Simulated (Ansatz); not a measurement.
Z-matrix (Å, degrees):
```
Si
O 1 1.5489
O 1 1.7000 2 114.89
H 3 0.9600 1 112.14 2 -179.93
H 1 1.5216 2 116.21 3 119.63
H 1 1.5216 5 102.48 3 106.03
```
Charge -1, spin multiplicity 1.

All values below come from frozen-core CCSD(T)/def2-TZVPD // CAM-B3LYP-D3(BJ)/def2-TZVPD (Ansatz, a first-principles code).

```yaml
HF energy: -440.57696 Ha
MP2 correlation energy: -0.62238 Ha
```

Estimate the CCSD correlation energy, the (T) correction, the total energy and the T1 diagnostic.


```
Item                            Result
-----------------------  -------------
CCSD correlation energy    -0.63483 Ha
(T) correction             -0.02435 Ha
CCSD(T) total energy     -441.23614 Ha
T1 diagnostic                    0.016
```
